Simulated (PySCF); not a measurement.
F2Ge, SMILES [F][Ge][F] (connectivity only; charge and spin as stated), charge +1, multiplicity 2. Atoms are numbered in the order given.

```xyz
3

Ge     0.0000     0.0000     0.3174
F      0.0000    -1.4444    -0.5643
F      0.0000     1.4444    -0.5643
```
Charge +1, spin multiplicity 2.

Geometry: B3LYP-D3(BJ)/def2-TZVP. The spin state was assumed, not searched. The isomer is the one that the SMILES or the coordinates give; other isomers of the formula were not compared.

These are B3LYP-D3(BJ)/def2-TZVP (PySCF) values and carry that method's errors.

Frequencies are harmonic and unscaled.

```json
[
 {"mode": "1", "ν (cm⁻¹)": "195", "IR (km/mol)": "18.5", "moving atoms (share of kinetic energy)": "F 79 %, Ge 21 %"},
 {"mode": "2", "ν (cm⁻¹)": "717", "IR (km/mol)": "17.6", "moving atoms (share of kinetic energy)": "F 87 %, Ge 13 %"},
 {"mode": "3", "ν (cm⁻¹)": "767", "IR (km/mol)": "59.9", "moving atoms (share of kinetic energy)": "F 72 %, Ge 28 %"}
]
```
